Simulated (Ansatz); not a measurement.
`[BH2][Zn][SiH2][ZnH]` + H₂ → `[BH2][Zn][SiH3]` + `[ZnH2]`  (hydrogenolysis of the Si–Zn bond)

Isolated molecules relaxed with PBE0-D4/def2-TZVP in Ansatz; ΔE leaves out vibrations. CCSD(T)/CBS is the MP2 limit (def2-TZVPP, def2-QZVPP) plus CCSD(T) − MP2 in def2-TZVPP, frozen cores. This one scheme is used for every species. Functionals use def2-TZVPP. For Zn outer-core shells are correlated without core-valence functions, which leaves a few kJ/mol of doubt a bond. Scalar relativity is left out up to krypton. Each species was taken in one conformer, which may not be the lowest.

```tsv
level	ΔE (eV)
r2SCANh-D4	0.22
MP2/def2-QZVPP	0.23
SCS-MP2/def2-QZVPP	0.14
CCSD/CBS(def2)	0.16
```

Problem. What does CCSD(T)/CBS give? (Estimate.)

Solution. The calculation gave: +0.21 eV. The listed levels differ from it by 0.01, 0.02, -0.07, -0.05 eV.

Largest T1 diagnostic among the species: 0.016.

From PBE to PBE0 (25 % exact exchange), in def2-TZVPP and without D4, ΔE moves by −0.06 eV. Leaving LDA and LC-ωPBE aside and taking each functional with its dispersion term where it has one, the values, not all of them listed here, spread over 0.23 eV, from CAM-B3LYP-D4 to PBE-D4.
